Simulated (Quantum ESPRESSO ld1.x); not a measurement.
Problem. All-electron atom: Eu III in [Xe] 4f7 (the NIST ground configuration). Method: scalar-relativistic Kohn-Sham, LDA (Slater exchange, Perdew-Wang correlation), spin-polarised, spherical densities, point nucleus; open shells are filled with parallel spins first; computed with ld1.x of Quantum ESPRESSO 7.5. Some entries of the table are withheld. Estimate them.

| orbital | occ. | eigenvalue (eV) | <r^2> (bohr^2) | <r> (bohr) |
|---|---|---|---|---|
| 1s down | 1 | -48337.6 | 0.0006801 | 0.02233 |
| 1s up | 1 | -48337.6 | 0.0006801 | 0.02233 |
| 2s up | 1 | -7949.07 | 0.01069 | 0.09518 |
| 2s down | 1 | -7948.98 | 0.01069 | 0.09517 |
| 2p up | 3 | -7086.75 | 0.008596 | 0.08392 |
| 2p down | 3 | -7086.69 | 0.008596 | 0.08392 |
| 3s up | 1 | -1759.26 | 0.07137 | 0.2499 |
| 3s down | 1 | -1756.88 | 0.07126 | 0.2497 |
| 3p up | 3 | -1490.90 | 0.07147 | 0.2483 |
| 3p down | 3 | -1488.54 | 0.07134 | 0.2481 |
| 3d up | 5 | -1131.11 | 0.06015 | 0.2262 |
| 3d down | 5 | -1129.26 | 0.05999 | 0.2259 |
| 4s up | 1 | -361.072 | 0.3624 | 0.5666 |
| 4s down | 1 | -355.576 | 0.3624 | 0.5665 |
| 4p up | 3 | -272.772 | 0.4097 | 0.6000 |
| 4p down | 3 | -267.309 | 0.4099 | 0.6002 |
| 4d up | 5 | -149.747 | 0.4979 | 0.6548 |
| 4d down | 5 | -144.366 | 0.4999 | 0.6559 |
| 5s up | 1 | (1) | 2.114 | 1.371 |
| 5s down | 1 | (2) | 2.185 | 1.393 |
| 5p up | 3 | -38.2551 | (3) | 1.604 |
| 5p down | 3 | -35.9885 | (4) | 1.643 |
| 4f up | 7 | -17.8609 | 1.172 | 0.9362 |
| 4f down | 0 | -13.2731 | 1.454 | 1.018 |

Solution. 
(1) 5s up eigenvalue (eV): -59.4944
(2) 5s down eigenvalue (eV): -56.5028
(3) 5p up <r^2> (bohr^2): 2.921
(4) 5p down <r^2> (bohr^2): 3.065
